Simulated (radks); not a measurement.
W3+, configuration [Xe] 4f14 5d3. All-electron calculation, scalar-relativistic Kohn-Sham, BLYP, spin-polarised, spherical densities, finite nucleus; open shells are filled with parallel spins first (spin-orbit coupling, left out, can overturn this in heavy ions); Fermi nuclear charge, rms radius 5.3658 fm. Program: a radial shooting solver on a logarithmic mesh with Libxc functionals.

Unscreened Slater integrals over Kohn-Sham orbitals (hartree). They are taken over the spin-up orbitals.

integral      value
F0(5d,5d)   0.51488
F2(5d,5d)   0.26965
F4(5d,5d)   0.17845
F0(5d,4f)   0.66179
F2(5d,4f)   0.15423
F4(5d,4f)  0.072614
G1(5d,4f)  0.060091
G3(5d,4f)  0.052103
G5(5d,4f)  0.040529
F0(5d,5p)   0.59128
F2(5d,5p)   0.28877
G1(5d,5p)   0.34186
G3(5d,5p)   0.21112
F0(5d,5s)   0.61493
G2(5d,5s)   0.21670
F0(4f,4f)    1.5181
F2(4f,4f)   0.73207
F4(4f,4f)   0.46147
F6(4f,4f)   0.33262
F0(4f,5p)   0.88729
F2(4f,5p)   0.28411
G2(4f,5p)   0.12659
G4(4f,5p)   0.10180
F0(4f,5s)    1.0013
G3(4f,5s)   0.15893
F0(5p,5p)   0.72619
F2(5p,5p)   0.39191
F0(5p,5s)   0.77686
G1(5p,5s)   0.51793
F0(5s,5s)   0.84337

Derived for the open shells (J is the average intra-shell exchange parameter used in DFT+U). 5d: Racah B = F2/49 - 5 F4/441 = 0.003480 hartree, C = 35 F4/441 = 0.01416 hartree, C/B = 4.07, F4/F2 = 0.662, J = (F2 + F4)/14 = 0.03201 hartree.
